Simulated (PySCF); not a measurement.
**Sb³⁺ (antimony, charge +3) across methods**

[Kr] 4d10 5s2, closed-shell 1S. All numbers are calculated (PySCF 2.14, scalar relativity by spin-free X2C-1e, in x2c-TZVPPall with one added diffuse shell each of s, p, d, f type (9s7p5d3f, 76 functions)).

```
   method  E (hartree)  mean ε 4p (eV)  mean ε 4d (eV)  mean ε 5s (eV)  Σ⟨r²⟩ (bohr²)   ⟨S²⟩
    wB97X     -6479.10         -138.72         -68.180         -42.467          30.01  0.000
      LDA     -6472.67         -131.33         -63.034         -39.394          30.00  0.000
     PBE0     -6478.52         -137.10         -65.827         -39.891          30.04  0.000
   r2SCAN     -6478.87         -134.13         -63.737         -39.029          30.03  0.000
  wB97X-V     -6478.58         -138.86         -68.243         -42.267          30.06  0.000
      PBE     -6478.44         -131.35         -62.851         -38.899          30.04  0.000
CAM-B3LYP     -6479.20         -137.93         -67.154         -41.544          30.11  0.000
      UHF  -6476.16348         -152.87         -73.393         -41.892          30.30  0.000
```

Q: Estimate the same row for TPSS.

A: E (hartree) = -6478.59; mean ε 4p (eV) = -132.05; mean ε 4d (eV) = -62.963; mean ε 5s (eV) = -38.719; Σ⟨r²⟩ (bohr²) = 30.04; ⟨S²⟩ = 0.000.
